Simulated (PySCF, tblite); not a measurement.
Isomers of C8H9P. Method: GFN2-xTB as coded in tblite; computed harmonic values from a numerical Hessian at the method's own geometry, unscaled. The method is semi-empirical: single wavenumbers can be off by several per cent or more. One conformer each.

Electronic energies: PBE0-D3(BJ)/def2-SVP at its own geometries (PySCF, gas phase).

```tsv
SMILES	electronic energy, lowest = 0 (kcal/mol)
c1cc(C2CC2)ccp1	3.1
C=Cc1ccpcc1C	0.0
c1ccc(C2CC2)pc1	3.2
```

Q: How do GFN2-xTB zero-point energies change the relative energies?

A: 
```tsv
SMILES	ZPE (kcal/mol)	of it from modes above 1550 cm⁻¹	electronic (kcal/mol)	with ZPE, lowest = 0 (kcal/mol)	lowest mode (cm⁻¹)	rings
C=Cc1ccpcc1C	88.7	43.9	0.0	0.0	86	1
c1cc(C2CC2)ccp1	90.0	41.7	3.1	4.4	67	2
c1ccc(C2CC2)pc1	89.8	41.6	3.2	4.3	55	2
```

The zero-point energies span 1.3 kcal/mol, from `C=Cc1ccpcc1C` to `c1cc(C2CC2)ccp1`. The lowest isomer stays, but the order above it changes.

Q: And how do the electronic energies of GFN2-xTB itself compare?

A: `C=Cc1ccpcc1C` 3.1; `c1cc(C2CC2)ccp1` 0.8; `c1ccc(C2CC2)pc1` 0.0 kcal/mol, lowest = 0. Against the energies above, taken from the same isomer `C=Cc1ccpcc1C`, the largest difference is 6.3 kcal/mol. The two levels were optimised apart and needn't hold the same conformer.

Q: What do entropy and thermal enthalpy add at 298.15 K and 1 bar (rigid rotor, harmonic oscillator, one conformer each)?

A: 
```tsv
SMILES	point group	symmetry number	S (cal/(mol K))	H − H(0) (kcal/mol)	ZPE + H − H(0) − TS (kcal/mol)
C=Cc1ccpcc1C	C1	1	92.5	6.25	67.3
c1cc(C2CC2)ccp1	Cs	1	89.1	5.67	69.1
c1ccc(C2CC2)pc1	Cs	1	89.5	5.71	68.8
```
